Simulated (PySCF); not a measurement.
**Zn (zinc, neutral): UHF calculation**

Configuration: [Ar] 3d10 4s1 4d1, high-spin 3D determinant (an excited configuration). All numbers are calculated (PySCF 2.14, scalar relativity through the core potential, in aug-cc-pVTZ-PP with ECP10MDF (6s6p5d3f2g, 88 functions)).

| Property | Result |
| --- | --- |
| Total energy | -225.642322 hartree |
| One-electron energy | -405.8323 hartree |
| Hartree (Coulomb) energy | 200.0320 hartree |
| Exchange energy | -19.8421 hartree |
| ⟨S²⟩ | 2.0008 |
| ⟨L²⟩ | 6.001 |
| Sum of ⟨r⟩ | 21.57 bohr |
| Sum of ⟨r²⟩ | 44.32 bohr² |
| Traceless quadrupole moment −½Σ⟨3z² − r²⟩ along its main axis | 6.13 e·bohr² |

| shell | electrons | mean orbital energy (eV) | spread (eV) | rms radius, mean of both spins (bohr) |
| --- | --- | --- | --- | --- |
| 3s α | 1 | -162.83 | 0 | 0.734 |
| 3s β | 1 | -162.58 | 0 | 0.734 |
| 3p α | 3 | -110.31 | 0.006 | 0.777 |
| 3p β | 3 | -110.26 | 0.071 | 0.777 |
| 3d α | 5 | -24.014 | 0.273 | 0.996 |
| 3d β | 5 | -23.910 | 0.090 | 0.996 |
| 4s α | 1 | -10.969 | 0 | 2.86 |
| 4d α | 1 | 0.890 | 0 | 4.64 |

Energies and moments cover only the electrons outside the core potential. The outer electron is Rydberg-like, and this basis confines it to a smaller radius and binds it less than a complete one would. At UHF the highest occupied level has a positive energy, so only the finite basis holds that electron; for this excited configuration the basis is too tight for the outer shell.
